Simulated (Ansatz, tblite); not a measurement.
Forces on (KH)2 ring (K₂H₂) at its PBE0-D4/def2-TZVP geometry. Charge 0, multiplicity 1.

The xTB rows come from tblite.

GFN1-xTB (tblite), largest force 0.19 eV/Å:

```xyz
4
positions Å, forces eV/Å
K     1.776   -0.107    0.149   -0.188    0.011   -0.016
H    -0.082   -1.697   -0.242    0.000    0.004    0.001
K    -1.776    0.107   -0.149    0.188   -0.011    0.016
H     0.082    1.697    0.242    0.000   -0.004   -0.001
```

GFN2-xTB (tblite), largest force 0.61 eV/Å:

```
K -0.604 0.036 -0.051
H 0.014 0.282 0.040
K 0.604 -0.036 0.051
H -0.014 -0.282 -0.040
```

PBE0-D4/def2-TZVP (Ansatz), largest force 0.01 eV/Å:

```
K -0.002 0.000 0.000
H 0.000 -0.005 -0.001
K 0.002 0.000 0.000
H 0.000 0.005 0.001
```
